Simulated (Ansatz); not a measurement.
Question: Predict a relaxed structure of the cluster PbS2⁻ (the lowest doublet isomer of a short search), charge -1, doublet, at PBE-D4/def2-TZVPD (Ansatz).

Answer: 
Cartesian coordinates in Å:
```
Pb -0.4223 0.3977 0.4180
S -0.6872 -2.0144 0.6109
S 1.1095 1.6167 -1.0289
```
Point group C2v (tolerance 0.1 Å). This is one stationary point.

In the def2 sets Pb takes a core potential; there is no spin–orbit coupling. The relaxation made no stability test and no search for a lower SCF solution. The structure comes from a short search, and lower isomers may exist.
